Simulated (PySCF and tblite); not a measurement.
Values are calculated unless marked as measured or tabulated.
C8H12ClF, numbered as in [CH3:1][C@H:2]1[CH2:3][CH2:4][CH2:5][C@H:6]([Cl:7])/[C:8]1=[CH:9]/[F:10]. Search: ETKDG and KDG, MMFF94s, GFN2-xTB, 60 starts; geometries at GFN2-xTB. Weights use B3LYP-D3(BJ)/def2-SVP (IEF-PCM, acetonitrile) energies plus GFN2-xTB zero-point and thermal terms (modes under about 100 cm⁻¹ blended into free rotors). Symmetry numbers and mirror images are counted. Conformers within 2.5 kcal/mol (GFN2-xTB free energy) were kept, 2 at most. GIAO shieldings: B97-2/pcSseg-1 (IEF-PCM, acetonitrile). Shifts are against TMS (¹H), TMS (¹³C) at the same level. Run with PySCF (density fitting) and tblite.

The 6-ring runs over atoms 2–3–4–5–6–8.

```tsv
conformer	shape	point group	mirror pair	ΔE(DFT)	Δ(G−E) at 250 K	δ H2 (ppm)
1	6-ring chair (Cl7 axial)	C1	no	0.00	0.00	2.74
2	6-ring chair (C1 axial)	C1	no	1.04	-0.24	3.33
```

Energies in kcal/mol; the thermal term leaves out symmetry numbers and mirror images.

(1) Work out the weights at 250 K and the ¹H shift of H2 under fast exchange.

For its torsions the set is small; conformers may be missing.

## Answers

(1) RT = 0.497 kcal/mol. Each conformer gets RT ln(σ/g), with σ the rotational symmetry number and g = 2 for a mirror pair: 1: σ = 1, g = 1, G = 0.00 + 0.00 + 0.00 = 0.00, 0.00 above the lowest, exp(−ΔG/RT) = 1.000; 2: σ = 1, g = 1, G = 1.04 − 0.24 + 0.00 = 0.80, 0.80 above the lowest, exp(−ΔG/RT) = 0.200. The sum is 1.200, so the weights are 83.3, 16.7 %. The averaged shift is 2.84 ppm. At 298.15 K it is 2.87 ppm. At 298.15 K the leading conformer alone gives 2.74 ppm and bare DFT energies give 2.83 ppm.
